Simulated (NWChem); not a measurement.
Species: hydrogen bromide (HBr); SMILES Br

Program: NWChem. Coordinates come from a PBE0/def2-SVP optimisation.

**Question.** Among these, which level gives the highest value of “highest occupied level (eV)”?
A. PBE0/aug-pcseg-1
B. PBE0/STO-3G
C. PBE0/pcseg-1
D. PBE0/def2-SVP

**Answer.** B, PBE0/STO-3G. Values: PBE0/aug-pcseg-1 -8.84; PBE0/pcseg-1 -8.66; PBE0/def2-SVP -8.53; PBE0/STO-3G -5.68
